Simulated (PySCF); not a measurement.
Zn(OH)2, SMILES [OH][Zn][OH] (H₂O₂Zn) (CAM-B3LYP/def2-SVP optimised geometry):

```
5

Zn     0.018     0.193     0.000
O     -1.734     0.334     0.000
H     -2.191    -0.159     0.691
O      1.775     0.193     0.000
H      2.191    -0.334    -0.692
```

Level of theory: CAM-B3LYP/def2-TZVP (PySCF).

### Question
What are the frontier orbital energies and the dipole moment?

### Answer
HOMO-2 -10.64 eV, HOMO-1 -10.06 eV, HOMO -9.87 eV, LUMO -0.19 eV, LUMO+1 0.99 eV; dipole moment 1.73 D.

On the same geometry PBE/def2-TZVP (PySCF 2.14.0) gives HOMO-2 -7.62 eV, HOMO-1 -6.86 eV, HOMO -6.68 eV, LUMO -1.90 eV, LUMO+1 -0.41 eV; dipole moment 1.57 D.

Meta-Löwdin charges at CAM-B3LYP/def2-TZVP: Zn1 1.32, O2 -1.00, H3 0.34, O4 -1.00, H5 0.34.
